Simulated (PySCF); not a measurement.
A small calculation by hand: oscillator strength and radiative lifetime

Ge(F)2(OH)(NH2) (F₂GeH₃NO), SMILES [OH][Ge]([F])([F])[NH2].

The structure is a stationary point at PBE-D3(BJ)/def2-SVP. The structure was generated by enumeration, and PubChem lists no compound with its InChIKey, so it may never have been made. The values are those of a single conformer.

TDDFT-CAM-B3LYP/def2-SVPD (PySCF 2.14.0) puts the first singlet state with f over 0.02 at 6.69 eV (vertical), with the transition dipole (0.263, 0.078, -0.478) in atomic units.

Task: Find the oscillator strength, the wavelength and the radiative lifetime that this transition would have in vacuum if emission retraced absorption.

Result: 
|μ|² = 0.3037 au, so |μ| = 1.40 D. ΔE = 6.69/27.211 = 0.2459 hartree. f = (2/3) ΔE |μ|² = 0.050 (the program prints 0.050).
λ = 1239.84/6.69 = 185 nm; ν = 53958 cm⁻¹.
Einstein's coefficient A = 0.6670 ν² f s⁻¹ (ν in cm⁻¹) = 9.7e7 s⁻¹, so τ = 1/A = 10 ns. This state is S1. The figure is the radiative limit of this one transition; relaxation, internal conversion, crossing to triplets and a medium change what is measured.
